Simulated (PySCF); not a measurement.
Vertical excitations of a molecule CH₃FO₂Si from PySCF 2.14.0 with TDA-PBE/def2-SVPD, as energy in eV (oscillator strength): 4.97 (0.006), 5.99 (0.001), 6.54 (0.115), 6.71 (0.029), 6.94 (0.086), 7.30 (0.002), 7.39 (0.010), 7.60 (0.082), 7.81 (0.004), 7.98 (0.003). Lowest triplet (TDA): 4.26 eV. Coordinates come from a PBE0-D3(BJ)/def2-SVP optimisation. Other conformers were not sampled.

### Question
Which molecule gave these data?
A) O=C(O)[SiH2]F
B) O=CO[SiH2]F
C) O=C[Si@@H](O)F
D) F[SiH]1OCO1

### Answer
A, O=C(O)[SiH2]F
